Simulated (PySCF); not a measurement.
These compounds are isomers of formula C$_{6}$H$_{7}$N$_{3}$O.

A. SMILES N1=C(C)N=NC(C=O)=C1C
B. `C#CCn1ncc(OC)n1`
C. SMILES C=Cn1nncc1C(C)=O

Spectrum 1. 1H NMR (500 MHz, computed): δ 8.72 (m, 1H), 8.03 (s, 1H), 6.87 (m, 1H), 5.48 (m, 1H), 2.59 (s, 3H). 13C{1H} NMR (computed): δ 191.6 (C), 142.4 (CH), 136.6 (CH), 133.4 (C), 114.4 (CH2), 30.4 (CH3).

Spectrum 2. 1H NMR (500 MHz, computed): δ 10.47 (s, 1H), 3.08 (s, 3H), 2.92 (s, 3H). 13C{1H} NMR (computed): δ 201.5 (CH), 172.3 (C), 164.7 (C), 154.0 (C), 26.8 (CH3), 26.3 (CH3).

Spectrum 3. 1H NMR (500 MHz, computed): δ 7.02 (s, 1H), 4.71 (d, 2H), 3.86 (s, 3H), 2.22 (t, 1H). 13C{1H} NMR (computed): δ 166.8 (C), 123.5 (CH), 80.8 (C), 80.3 (CH), 56.1 (CH3), 45.1 (CH2).

- PBE0-D3(BJ)/def2-SVP structure
- PBE0/pcSseg-1 with gauge-including orbitals
- code: PySCF
- isolated molecule, a single conformation, no relativistic terms, averaged over atoms made equivalent by symmetry, fast rotation or ring inversion

References, each an isolated molecule treated in the same way: 1H (31.27 ppm) and 13C (184.41 ppm) against TMS. Where no couplings were computed, multiplicities follow the n + 1 count of equivalent neighbours, and m marks all less simple cases (inequivalent or close neighbours, rings, F or P nearby). Shifts are as computed. Against solution values, carbons near 30 ppm lie about +2 ppm off and those near 130 ppm about +5 ppm. Of 1313 compounds with measured shifts, 239 miss one by over three times the rms of a fit or turn the order of signals round; such compounds aren't used in these exercises.

Q: Match each spectrum to its structure.

A: 1–C, 2–A, 3–B.

- Spectrum 1 (C): 6 13C signals; δC 191.6 is a ketone carbonyl carbon; δC 142.4 is an aromatic CH next to a ring nitrogen.
- Spectrum 2 (A): 6 13C signals; δC 201.5 is an aldehyde carbonyl carbon; δC 26.8 is a methyl carbon on an aromatic ring.
- Spectrum 3 (B): 6 13C signals; δC 166.8 is an aromatic carbon bearing oxygen; δC 80.8 is an alkyne carbon.
